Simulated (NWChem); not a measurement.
# CH7GeN; SMILES [CH3][GeH2][NH2]

```xyz
10

Ge    -0.3520     0.0340     0.0000
C      0.6742    -1.6355     0.0000
N      0.6546     1.5766     0.0000
H     -1.2318     0.0961     1.2656
H     -1.2318     0.0961    -1.2656
H      1.3141    -1.6997    -0.8927
H      1.3141    -1.6997     0.8927
H     -0.0066    -2.5006     0.0000
H      1.2387     1.6982    -0.8234
H      1.2387     1.6982     0.8234
```
Atoms are numbered in this order, from 1.

Computed with NWChem. Structure relaxed at the PBE0/def2-SVP level. Level SCAN/def2-SVP: energy and gradient on several grids; changes count from the extra-fine grid, which is no exact limit either.

| grid | size of the energy change (μHa) | largest change of a gradient component (μHa/bohr) | time, medium = 1 (rough) |
|---|---|---|---|
| xcoarse | 10000 | 8000 | about 1 |
| coarse | 700 | 1000 | about 1 |
| medium | 5000 | 500 | about 1 |
| fine | 900 | 400 | about 1 |
| xfine | < 10 | < 30 | 2 |
